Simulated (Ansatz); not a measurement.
Relaxation of CH₁₀N₂OSi₂ (16 atoms, charge 0, multiplicity 1), to a largest force component of 0.02 eV/Å in at most 50 steps.

Theory: Ansatz, RKS PBE0/6-31G.

```xyz
16
Properties=species:S:1:pos:R:3:forces:R:3
N 2.496 -1.072 -1.273 -1.85 2.21 -0.90
C 1.582 0.048 -0.779 1.44 -0.23 -0.16
Si 0.329 -0.575 0.489 5.76 6.07 6.13
O -0.422 -1.888 -0.064 -4.08 -2.79 -4.03
Si -1.125 1.170 0.952 2.26 0.08 1.18
N -2.577 1.014 0.080 -2.54 -0.86 -0.81
H 1.898 -1.786 -1.647 0.00 -0.68 -0.44
H 3.023 -1.419 -0.524 1.10 -0.73 1.45
H 2.218 0.853 -0.306 -0.74 -0.77 -0.45
H 1.050 0.488 -1.602 0.17 0.39 -1.06
H 0.036 -2.542 0.521 -0.50 -1.36 0.03
H -1.129 -1.700 -0.740 -0.56 -2.29 -0.28
H -1.600 1.200 2.371 0.43 0.07 0.64
H -0.584 2.506 0.624 0.39 0.47 -0.04
H -3.131 1.832 0.190 -0.81 1.15 -0.78
H -3.130 0.295 0.524 -0.47 -0.73 -0.47
```

**Question.** Where does it end, and by what steps?

**Answer.** The forces met the threshold. Limits of this set-up: no polarisation functions. After 28 steps the energy has fallen by 4.502 eV; H15 moved furthest, 2.00 Å. Parted: O4–H12. Joined: N6–H12.

```csv
step,energy less start (eV),largest force component (eV/Å),accepted
0,0.0000,6.129,yes
1,-1.7792,3.115,yes
2,-2.8125,1.296,yes
3,-3.2187,0.925,yes
4,-3.3514,0.553,yes
5,-3.5044,0.543,yes
6,-3.6343,0.514,yes
7,-3.8000,0.512,yes
8,-4.0051,0.551,yes
9,-4.2104,0.626,yes
10,-4.2907,0.835,yes
11,-4.3538,0.592,yes
12,-4.4323,0.578,yes
13,-4.4505,0.333,yes
14,-4.4407,1.452,no
15,-4.4658,0.136,yes
16,-4.4671,0.121,yes
17,-4.4689,0.388,yes
18,-4.4797,0.184,yes
19,-4.4839,0.139,yes
20,-4.4848,0.344,yes
21,-4.4919,0.097,yes
22,-4.4916,0.202,no
23,-4.4954,0.090,yes
24,-4.4984,0.084,yes
25,-4.5003,0.133,yes
26,-4.5015,0.118,yes
27,-4.5021,0.030,yes
28,-4.5023,0.014,yes
```

```xyz
16
Properties=species:S:1:pos:R:3
N 2.048 -0.998 -1.467
C 1.562 0.122 -0.653
Si 0.923 -0.594 1.091
O -0.426 -1.596 0.213
Si -0.907 1.123 1.327
N -1.994 0.341 -0.104
H 1.362 -1.741 -1.546
H 2.953 -1.353 -1.183
H 2.380 0.834 -0.492
H 0.796 0.660 -1.229
H -0.553 -2.494 0.550
H -1.518 -0.650 -0.141
H -1.943 1.078 2.434
H -0.899 2.577 0.890
H -1.866 0.828 -0.989
H -2.986 0.286 0.113
```

Time of the run: 2 min on 2 threads of Arm Neoverse V1 (shared host), peak memory 0.21 GiB.
